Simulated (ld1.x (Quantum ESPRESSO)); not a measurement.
## What one change does to a pseudopotential (boron (B), TM)

ld1.x (Quantum ESPRESSO) 7.5 input, shortened:

```
&input
   title='B', zed=5., rel=1, dft='PBESOL', iswitch=3,
   config='[He] 2s1.5 2p1.5 3d-2'
 /
 &inputp
   pseudotype=2, tm=.true., lloc=0,
   nlcc=.true., new_core_ps=.true.
 /
3
2P  2  1   1.50   0.00  2.65  2.65  0.0
3D  3  2  -2.00   0.05  2.55  2.55  0.0
2S  1  0   1.50   0.00  1.55  1.55  0.0
 &test
   configts(1)='2s1.5 2p1.5'
 /
```

Change: wave 2p (bound): rc 2.65 bohr becomes 2p (bound): rc 2.36 bohr.

Cutoffs: the cutoffs (Ry, on a coarse ladder) from which the occupation-weighted sum of valence levels, in a spherical-Bessel basis at the reference potential, stays within 10 and 1 mRy of its value at 400 Ry; they do not see the model core or the augmentation charge, which bear on the density cutoff. Errors are all-electron minus pseudo energies relative to the spin-unpolarised reference configuration.

**Question.** How do hardness, ghosts and transferability respond?

**Answer.** The potential gets neither clearly harder nor softer (18 Ry and 45 Ry → 18 Ry and 45 Ry); of the 7 tests that both files solve, the error grows in 0 and shrinks in 7 by more than 15 % and 0.3 meV (median size 11.0 → 8.0 meV); neither file shows a bound ghost. Less of the atom is replaced, so other configurations are described better.

```csv
quantity,base,changed
"cutoff, loose",18 Ry,18 Ry
"cutoff, tight",45 Ry,45 Ry
bound ghosts,none,none
"error for 2s2 2p1, meV [ΔE -2.91 eV]",-2.3,-1.2
"error for 2s2 2p0, meV [ΔE 5.23 eV]",+64,+46
"error for 2s1 2p0, meV [ΔE 30.49 eV]",+223,+160
"error for 2s2 2p1.3, meV [ΔE -3.63 eV]",-3.7,-2.1
"error for 2s0 2p3, meV [ΔE 8.75 eV]",-22,-11
"error for 2s1 2p2, meV [ΔE 2.91 eV]",-2.4,-1.3
"error for 2s2 2p0.5, meV [ΔE -0.05 eV]",+11,+8.0
```
